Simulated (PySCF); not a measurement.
C₂H₂Cl₂. Atoms are numbered in the order given.

```xyz
6

Cl     0.0000     1.6263    -0.4544
C      0.0000     0.6663     0.9695
C      0.0000    -0.6663     0.9695
Cl     0.0000    -1.6263    -0.4544
H      0.0000     1.2258     1.9077
H      0.0000    -1.2258     1.9077
```
Charge 0, spin multiplicity 1.

Geometry: ωB97X-D3(BJ)/def2-SVP.

Computed with PBE/def2-TZVPD (PySCF).

Symmetry labels are those of the subgroup C2v that the program uses (full group C2v).

Computed valence orbital energies around the gap with their symmetry:
| orbital | symmetry | energy (eV) |
|---|---|---|
| HOMO−7 | A1 | -12.72 |
| HOMO−6 | A1 | -11.67 |
| HOMO−5 | B2 | -10.18 |
| HOMO−4 | B1 | -9.81 |
| HOMO−3 | A2 | -8.49 |
| HOMO−2 | A1 | -7.92 |
| HOMO−1 | B2 | -7.61 |
| HOMO | B1 | -6.27 |
| LUMO | A2 | -1.60 |
| LUMO+1 | A1 | -0.97 |
| LUMO+2 | A1 | -0.29 |
| LUMO+3 | B2 | 0.00 |
